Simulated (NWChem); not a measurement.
System: InHF₂; SMILES [F][InH][F]

Here is an NWChem input.

```
start job
memory heap 200 mb stack 900 mb global 1100 mb
geometry units angstroms noautoz
  In     0.000000     0.000000    -0.286083
  H      0.000000     0.000000    -1.979132
  F     -1.576547     0.000000     0.859879
  F      1.576547     0.000000     0.859879
end
basis spherical
  * library def2-svp
end
ecp
  In library def2-ecp
end
dft
  xc b3lyp
  iterations 150
end
tddft
  cis
  nroots 8
  notriplet
end
task tddft energy
```

Output (shortened):

```
             Northwest Computational Chemistry Package (NWChem) 7.3.0
             --------------------------------------------------------

 C2V symmetry detected

                             Geometry "geometry" -> ""
                             -------------------------

 Output coordinates in angstroms (scale by  1.889725989 to convert to a.u.)

  No.       Tag          Charge          X              Y              Z
 ---- ---------------- ---------- -------------- -------------- --------------
    1 In                  49.0000     0.00000000     0.00000000    -0.27844510
    2 H                    1.0000     0.00000000     0.00000000    -1.97149410
    3 F                    9.0000    -1.57654700     0.00000000     0.86751690
    4 F                    9.0000     1.57654700     0.00000000     0.86751690

 Effective nuclear repulsion energy (a.u.)     271.3123336800

      Symmetry information
      --------------------

 Group name             C2v
 Group number             16
 Group order               4
 No. of unique centers     3

                                 NWChem DFT Module
                                 -----------------

 Summary of "ao basis" -> "ao basis" (spherical)
 ------------------------------------------------------------------------------
       Tag                 Description            Shells   Functions and Types
 ---------------- ------------------------------  ------  ---------------------
 In                         def2-svp                10       26   4s4p2d
 H                          def2-svp                 3        5   2s1p
 F                          def2-svp                 6       14   3s2p1d

      Symmetry analysis of basis
      --------------------------

        a1         25
        a2          6
        b1         17
        b2         11

            General Information
            -------------------
          SCF calculation type: DFT
          Wavefunction type:  closed shell.
          No. of atoms     :     4
          No. of electrons :    40
           Alpha electrons :    20
            Beta electrons :    20
          Charge           :     0
          Spin multiplicity:     1
          Use of symmetry is: off; symmetry adaption is: on
          Maximum number of iterations: 150
          AO basis - number of functions:    59
                     number of shells:    25
          Convergence on energy requested:  1.00D-06
          Convergence on density requested:  1.00D-05
          Convergence on gradient requested:  5.00D-04

              XC Information
              --------------
                         B3LYP Method XC Potential
                     Hartree-Fock (Exact) Exchange  0.200
                        Slater Exchange Functional  0.800 local
                    Becke 1988 Exchange Functional  0.720 non-local
              Lee-Yang-Parr Correlation Functional  0.810
                  VWN I RPA Correlation Functional  0.190 local

             Grid Information
             ----------------
          Grid used for XC integration:  medium
          Radial quadrature: Mura-Knowles
          Angular quadrature: Lebedev.
          Tag              B.-S. Rad. Rad. Pts. Rad. Cut. Ang. Pts.
          ---              ---------- --------- --------- ---------
          In                  1.55      123           8.0       590
          H                   0.35       45           8.0       434
          F                   0.50       49           9.0       434
          Grid pruning is: on
          Number of quadrature shells:   266
          Spatial weights used:  Erf1

      Superposition of Atomic Density Guess
      -------------------------------------

 Sum of atomic energies:        -417.13460364

      Non-variational initial energy
      ------------------------------

 Total energy =    -388.106951
 1-e energy   =    -864.141308
 2-e energy   =     350.313497
 HOMO         =      -0.449821
 LUMO         =      -0.055042

      Symmetry analysis of molecular orbitals - initial
      -------------------------------------------------

  Numbering of irreducible representations:

     1 a1          2 a2          3 b1          4 b2

  Orbital symmetries:

     1 a1          2 b1          3 a1          4 a1          5 b1
     6 b2          7 a1          8 b1          9 a1         10 b1
    11 a1         12 b2         13 a2         14 a1         15 b1
    16 b2         17 a1         18 a2         19 b1         20 a1
    21 a1         22 b2         23 b1         24 a1         25 a1
    26 b2         27 b1         28 a1         29 b2         30 a2

   convergence    iter        energy       DeltaE   RMS-Dens  Diis-err
 ---------------- ----- ----------------- --------- --------- ---------
 d= 0,ls=0.0,diis     1   -390.2097688332 -5.16D+02  4.23D-02  1.08D+00
 d= 0,ls=0.0,diis     2   -389.5556920053  6.54D-01  2.70D-02  8.25D+00
 d= 0,ls=0.0,diis     3   -390.3557441781 -8.00D-01  1.15D-03  7.56D-03
 d= 0,ls=0.0,diis     4   -390.3564552609 -7.11D-04  4.63D-04  5.29D-04
 d= 0,ls=0.0,diis     5   -390.3565231640 -6.79D-05  1.13D-04  4.54D-05
  Resetting Diis
 d= 0,ls=0.0,diis     6   -390.3565296814 -6.52D-06  8.80D-06  4.82D-07
 d= 0,ls=0.0,diis     7   -390.3565297161 -3.47D-08  5.89D-06  3.72D-08

         Total DFT energy =     -390.356529716109
      One electron energy =     -865.818794798719
           Coulomb energy =      387.907900472089
    Exchange-Corr. energy =      -38.166494995348
 Nuclear repulsion energy =      125.720859605869

 Numeric. integr. density =       39.999976728588

                  Occupations of the irreducible representations
                  ----------------------------------------------

                     irrep           alpha         beta
                     --------     --------     --------
                     a1                9.0          9.0
                     a2                2.0          2.0
                     b1                6.0          6.0
                     b2                3.0          3.0

                       DFT Final Molecular Orbital Analysis
                       ------------------------------------

[...]

                                NWChem TDDFT Module
                                -------------------

            General Information
            -------------------
           No. of orbitals :     118
            Alpha orbitals :      59
             Beta orbitals :      59
        Alpha frozen cores :       0
         Beta frozen cores :       0
     Alpha frozen virtuals :       0
      Beta frozen virtuals :       0
         Spin multiplicity :       1
    Number of AO functions :      59
        Use of symmetry is : off
      Symmetry adaption is : on
         Schwarz screening :  0.10D-07

              XC Information
              --------------
                  B3LYP Method XC Potential
              Hartree-Fock (Exact) Exchange   0.20
                 Slater Exchange Functional   0.80 local
             Becke 1988 Exchange Functional   0.72 non-local
       Lee-Yang-Parr Correlation Functional   0.81
           VWN I RPA Correlation Functional   0.19 local

             TDDFT Information
             -----------------
          Calculation type : Tamm-Dancoff TDDFT
         Wavefunction type : Restricted singlets
          No. of electrons :      40
           Alpha electrons :      20
            Beta electrons :      20
              No. of roots :       8
          Max subspacesize :    5600
            Max iterations :     100
               Target root :       1
           Target symmetry : none
      Symmetry restriction : off
                 Algorithm : Optimal
        Davidson threshold :  0.10D-03

    8 smallest eigenvalue differences (eV)
--------------------------------------------------------
  No. Spin  Occ  Vir  Irrep   E(Occ)    E(Vir)   E(Diff)
--------------------------------------------------------
    1    1   20   21 a1       -0.345    -0.077     7.298
    2    1   20   22 b2       -0.345    -0.071     7.464
    3    1   19   21 b1       -0.353    -0.077     7.516
    4    1   18   21 a2       -0.357    -0.077     7.627
    5    1   19   22 a2       -0.353    -0.071     7.682
    6    1   18   22 b1       -0.357    -0.071     7.793
    7    1   17   21 b2       -0.371    -0.077     8.002
    8    1   17   22 a1       -0.371    -0.071     8.168
--------------------------------------------------------

  Entering Davidson iterations
  Restricted singlet excited states

  Iter   NTrls   NConv    DeltaV     DeltaE      Time
  ----  ------  ------  ---------  ---------  ---------
    1      8       0     0.22E+00   0.10+100        4.6
    2     16       0     0.58E-01   0.57E-01        4.5
    3     24       0     0.13E-01   0.47E-02        3.1
    4     32       1     0.21E-02   0.22E-03        3.9
    5     39       5     0.39E-03   0.50E-05        3.6
    6     42       8     0.56E-04   0.15E-06        2.8
  ----  ------  ------  ---------  ---------  ---------
  Convergence criterion met

  Ground state a1       -390.356529716109 a.u.

  ----------------------------------------------------------------------------
  Root   1 singlet b1             0.229952594 a.u.                6.2573 eV
  ----------------------------------------------------------------------------
     Transition Moments    X  0.28758   Y  0.00000   Z  0.00000
     Dipole Oscillator Strength                    0.0126780588
     Electric Quadrupole                           0.0000000002
     Magnetic Dipole                               0.0000001278
     Total Oscillator Strength                     0.0126781868

     Occ.   16  b1  ---  Virt.   21  a1       0.16708
     Occ.   18  a2  ---  Virt.   22  b2      -0.28771
     Occ.   19  b1  ---  Virt.   21  a1       0.93613
     Occ.   20  a1  ---  Virt.   23  b1      -0.09508
  ----------------------------------------------------------------------------
  Root   2 singlet a2             0.230385714 a.u.                6.2691 eV
  ----------------------------------------------------------------------------
     Transition Moments    X -0.00000   Y  0.00000   Z -0.00000
     Dipole Oscillator Strength                    0.0000000000
     Electric Quadrupole                           0.0000000344
     Magnetic Dipole                               0.0000001173
     Total Oscillator Strength                     0.0000001517

     Occ.   17  b2  ---  Virt.   23  b1      -0.06740
     Occ.   18  a2  ---  Virt.   21  a1       0.98983
     Occ.   19  b1  ---  Virt.   22  b2      -0.10963
  ----------------------------------------------------------------------------
  Root   3 singlet b2             0.231667340 a.u.                6.3040 eV
  ----------------------------------------------------------------------------
     Transition Moments    X -0.00000   Y  0.28617   Z  0.00000
     Dipole Oscillator Strength                    0.0126480867
     Electric Quadrupole                           0.0000000455
     Magnetic Dipole                               0.0000013703
     Total Oscillator Strength                     0.0126495024

     Occ.   14  a1  ---  Virt.   22  b2       0.05135
     Occ.   15  a1  ---  Virt.   22  b2       0.06901
     Occ.   17  b2  ---  Virt.   21  a1      -0.10127
     Occ.   20  a1  ---  Virt.   22  b2       0.99009
  ----------------------------------------------------------------------------
  Root   4 singlet a1             0.232300825 a.u.                6.3212 eV
  ----------------------------------------------------------------------------
     Transition Moments    X -0.00000   Y  0.00000   Z  0.66575
     Dipole Oscillator Strength                    0.0686397840
     Electric Quadrupole                           0.0000000386
     Magnetic Dipole                               0.0000000000
     Total Oscillator Strength                     0.0686398225

     Occ.   14  a1  ---  Virt.   21  a1       0.06576
     Occ.   15  a1  ---  Virt.   21  a1       0.40917
     Occ.   17  b2  ---  Virt.   22  b2       0.13379
     Occ.   19  b1  ---  Virt.   23  b1      -0.05685
     Occ.   20  a1  ---  Virt.   21  a1       0.89472
     Occ.   20  a1  ---  Virt.   24  a1       0.05110
  ----------------------------------------------------------------------------
  Root   5 singlet a2             0.237557761 a.u.                6.4643 eV
  ----------------------------------------------------------------------------
     Transition Moments    X  0.00000   Y  0.00000   Z -0.00000
     Dipole Oscillator Strength                    0.0000000000
     Electric Quadrupole                           0.0000000002
     Magnetic Dipole                               0.0000002965
     Total Oscillator Strength                     0.0000002967

     Occ.   18  a2  ---  Virt.   21  a1      -0.10941
     Occ.   19  b1  ---  Virt.   22  b2      -0.99309
  ----------------------------------------------------------------------------
  Root   6 singlet b2             0.247724151 a.u.                6.7409 eV
  ----------------------------------------------------------------------------
     Transition Moments    X  0.00000   Y -0.51172   Z  0.00000
     Dipole Oscillator Strength                    0.0432447635
     Electric Quadrupole                           0.0000000206
     Magnetic Dipole                               0.0000000069
     Total Oscillator Strength                     0.0432447909

     Occ.   14  a1  ---  Virt.   22  b2      -0.08731
     Occ.   17  b2  ---  Virt.   21  a1      -0.98544
     Occ.   18  a2  ---  Virt.   23  b1       0.08279
     Occ.   20  a1  ---  Virt.   22  b2      -0.09294
  ----------------------------------------------------------------------------
  Root   7 singlet b1             0.249468316 a.u.                6.7884 eV
  ----------------------------------------------------------------------------
     Transition Moments    X -0.07237   Y -0.00000   Z  0.00000
     Dipole Oscillator Strength                    0.0008709439
     Electric Quadrupole                           0.0000000003
     Magnetic Dipole                               0.0000000209
     Total Oscillator Strength                     0.0008709651

     Occ.   16  b1  ---  Virt.   21  a1      -0.58354
     Occ.   18  a2  ---  Virt.   22  b2      -0.79118
     Occ.   19  b1  ---  Virt.   21  a1      -0.12634
     Occ.   20  a1  ---  Virt.   23  b1       0.12026
  ----------------------------------------------------------------------------
  Root   8 singlet a1             0.266147731 a.u.                7.2423 eV
  ----------------------------------------------------------------------------
     Transition Moments    X  0.00000   Y -0.00000   Z  0.06836
     Dipole Oscillator Strength                    0.0008290358
     Electric Quadrupole                           0.0000002723
     Magnetic Dipole                               0.0000000000
     Total Oscillator Strength                     0.0008293081

     Occ.   14  a1  ---  Virt.   21  a1       0.16979
     Occ.   15  a1  ---  Virt.   21  a1      -0.44641
     Occ.   16  b1  ---  Virt.   23  b1      -0.08577
     Occ.   17  b2  ---  Virt.   22  b2       0.86895
     Occ.   20  a1  ---  Virt.   21  a1       0.06207

              Target root =      1
          Target symmetry = none
      Ground state energy =   -390.356529716109
        Excitation energy =      0.229952594068
     Excited state energy =   -390.126577122041

  stored tddft:energy   -390.12657712204094
```

Level: B3LYP/def2-SVP with def2 effective core potentials on In, TDA. The geometry was optimised at PBE0/def2-SVP. def2 effective core potentials on In; no spin-orbit coupling.
